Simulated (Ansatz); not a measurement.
A nudged elastic band was laid between two geometries of C2H8Ge + H2 (13 atoms, charge 0, multiplicity 1).

The calculation used RKS B3LYP-D4/def2-mTZVP in Ansatz 0.2.0.

- movable images: 7
- climbing image: yes
- spring: 5.0 eV/Å²
- optimiser: quadratic models (default)
- start path: through a guess of the saddle point
- force threshold: 0.03 eV/Å
- iteration limit: 60
- end points: relaxed

Image 0:

```xyz
13
Properties=species:S:1:pos:R:3
Ge -0.507 -0.788 0.383
C -0.106 0.755 1.542
H 0.709 -1.745 0.355
H -1.708 -1.574 0.959
C -0.923 -0.191 -1.449
H 2.925 0.624 -0.966
H 2.707 -0.037 -0.708
H 0.749 1.311 1.157
H -0.961 1.431 1.587
H 0.126 0.432 2.557
H -0.078 0.349 -1.876
H -1.788 0.473 -1.447
H -1.147 -1.040 -2.095
```

Image 8:

```xyz
13
Properties=species:S:1:pos:R:3
Ge -0.070 -1.694 -0.326
C 0.707 1.732 1.459
H -0.323 -3.132 -0.826
H -0.692 -1.550 1.078
C -0.861 -0.390 -1.571
H 1.335 1.563 0.584
H 1.453 -1.480 -0.210
H 1.069 2.604 2.002
H -0.321 1.904 1.142
H 0.745 0.857 2.107
H -0.675 0.627 -1.229
H -1.938 -0.537 -1.645
H -0.430 -0.503 -2.566
```

Problem. Which bonds break or form, and what moves?

Solution. Bonds broken: Ge1–C2, H6–H7. Bonds formed: Ge1–H7, C2–H6. C2H8Ge + H2 becomes CH4 + CH6Ge.

Problem. Give the energies along the band, and the barrier.

Solution. The forces met the threshold. The highest image is number 4 of 0 to 8, 333.2 kJ/mol above the first end and 380.8 kJ/mol above the last; the last end lies 47.6 kJ/mol below the first. The profile has 2 maxima (images 1, 4) with wells between them (image 2): this band takes more than one step, which may be the mechanism or a detour left from its start path. Neighbouring images differ by up to 3.3 eV, so the band resolves the path poorly. A vibrational analysis at the climbing image gives one clearly imaginary mode, 1935i cm⁻¹: a first-order saddle point. The orbitals stay closed-shell, which can raise the energy where a bond breaks towards radicals; this wasn't checked here.

| image | path coordinate (Å) | energy (kJ/mol) | Ge1–C2 (Å) | H6–H7 (Å) | Ge1–H7 (Å) |
| --- | --- | --- | --- | --- | --- |
| 0 | 0.00 | 0.0 | 1.97 | 0.74 | 3.48 |
| 1 | 1.70 | 4.0 | 1.97 | 0.74 | 3.47 |
| 2 | 3.41 | 0.5 | 1.97 | 0.74 | 3.74 |
| 3 | 5.11 | 17.5 | 1.99 | 0.74 | 3.00 |
| 4 | 6.82 | 333.2 | 2.33 | 1.16 | 1.94 |
| 5 | 7.97 | 54.0 | 2.96 | 1.63 | 1.57 |
| 6 | 9.12 | -35.9 | 3.52 | 2.10 | 1.54 |
| 7 | 10.27 | -46.5 | 3.93 | 2.75 | 1.54 |
| 8 | 11.42 | -47.6 | 3.94 | 3.15 | 1.54 |

Problem. What is the geometry of the highest image?

Solution. 
```xyz
13
Properties=species:S:1:pos:R:3
Ge -0.135 -0.768 0.039
C 0.559 0.925 1.486
H 0.614 -2.082 0.316
H -1.389 -0.780 1.006
C -0.887 -0.341 -1.724
H 1.146 0.408 0.342
H 1.554 -0.084 -0.623
H 1.459 1.550 1.528
H -0.309 1.575 1.375
H 0.496 0.345 2.404
H -1.017 0.738 -1.806
H -1.867 -0.813 -1.822
H -0.224 -0.672 -2.520
```

The band took 25 iterations and roughly 27 core-minutes.

The run took 14 min on 2 threads of Arm Neoverse N1, on a shared host, peak memory 0.26 GiB.
